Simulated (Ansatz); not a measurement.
Reaction (cleavage of the Al–B bond): `F[BH][AlH][F]` + silanol → `[F][AlH][O][SiH3]` + `BF`

Computed with Ansatz on PBE0-D4/def2-TZVP structures; ΔE is electronic, products minus reactants. CCSD(T)/CBS adds triple-zeta CCSD(T) − MP2 to the extrapolated MP2 energy (def2 sets, frozen cores). This one scheme is used for every species. DFT in def2-TZVPP. Each species was taken in one conformer, which may not be the lowest.

| level | ΔE (eV) |
| --- | --- |
| PBE-D4 | -1.94 |
| CAM-B3LYP-D4 | -2.23 |

(1) What does CCSD(T)/CBS give? (An estimate is asked.)

Largest T1 diagnostic among the species: 0.014.

Results:

(1) The calculation gave: -2.18 eV. The listed levels differ from it by 0.24, -0.05 eV.

From BLYP to BHLYP (50 % exact exchange), in def2-TZVPP and without D4, ΔE moves by −0.18 eV. In def2-TZVPP, CCSD(T) changes the Hartree–Fock value by +0.16 eV (the triples alone add +0.02 eV) and MP2 by +0.05 eV. At CCSD(T), def2-SVP lies −0.07 eV from the extrapolated value and def2-TZVPP −0.01 eV.
